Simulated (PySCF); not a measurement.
Species: phosphorus tribromide, PBr3.
SMILES: `BrP(Br)Br`

Computed with PySCF at CAM-B3LYP/def2-SVPD, non-relativistic, on one gas-phase PBE0-D3(BJ)/def2-SVP geometry that isn't relaxed in the solvent. The solvent is an IEF-PCM continuum (cavity from Bondi-type radii × 1.2), and excitations are vertical TDDFT with non-equilibrium linear response and a frozen core. The model holds no explicit solvent molecules, cavitation or dispersion. Spin–orbit coupling is left out although an atom past zinc is present.

Gas-phase singlets (H = HOMO, L = LUMO):

```csv
state,E (eV),λ (nm),f,leading configurations
S1,4.399,282,0.015,H→L 98%
S2,4.940,251,0.000,H-1→L 93%
S3,4.959,250,0.009,"H→L+1 61%, H-2→L 24%"
S4,4.963,250,0.009,"H→L+2 61%, H-3→L 24%"
S5,5.495,226,0.014,"H-1→L+2 24%, H-1→L+1 18%, H-3→L 17%"
```

How does the list change in cyclohexane (ε = 2.017)?

```json
{"state": "S1", "E (eV)": "4.373", "λ (nm)": "284", "f": "0.020", "leading configurations": "H→L 98%", "change by rank (eV)": "-0.026"}
{"state": "S2", "E (eV)": "4.951", "λ (nm)": "250", "f": "0.019", "leading configurations": "H→L+1 67%, H-2→L 18%, H-3→L 10%", "change by rank (eV)": "+0.011"}
{"state": "S3", "E (eV)": "4.954", "λ (nm)": "250", "f": "0.018", "leading configurations": "H→L+2 66%, H-3→L 18%, H-2→L 10%", "change by rank (eV)": "-0.005"}
{"state": "S4", "E (eV)": "4.962", "λ (nm)": "250", "f": "0.000", "leading configurations": "H-1→L 92%", "change by rank (eV)": "-0.001"}
{"state": "S5", "E (eV)": "5.504", "λ (nm)": "225", "f": "0.075", "leading configurations": "H-3→L 31%, H→L+1 18%, H-2→L 17%", "change by rank (eV)": "+0.009"}
```

How does the list change in chloroform (ε = 4.711)?

```csv
state,E (eV),λ (nm),f,leading configurations,change by rank (eV)
S1,4.376,283,0.021,H→L 98%,-0.023
S2,4.968,250,0.020,"H→L+1 68%, H-2→L 15%, H-3→L 12%",+0.028
S3,4.972,249,0.020,"H→L+2 68%, H-3→L 15%, H-2→L 12%",+0.013
S4,4.986,249,0.000,H-1→L 93%,+0.023
S5,5.526,224,0.092,"H-3→L 35%, H→L+1 21%, H-2→L 18%",+0.031
```

How do the frontier levels move from gas to chloroform?

```
orbital  gas (eV)  solvent (eV)  change (eV)
 LUMO+2     -0.84         -0.67        +0.17
 LUMO+1     -0.84         -0.68        +0.16
   LUMO     -1.40         -1.26        +0.14
   HOMO     -9.21         -9.08        +0.13
 HOMO-1     -9.84         -9.76        +0.08
 HOMO-2    -10.10        -10.01        +0.09
 HOMO-3    -10.10        -10.01        +0.09
```

The HOMO–LUMO gap goes from 7.81 to 7.82 eV.

The run took 15 s wall on one thread, Intel Xeon Platinum 8488C (x86_64), shared host, and the process peaked at 0.73 GiB of memory. This is the whole response run at CAM-B3LYP/def2-SVPD in chloroform, SCF included.
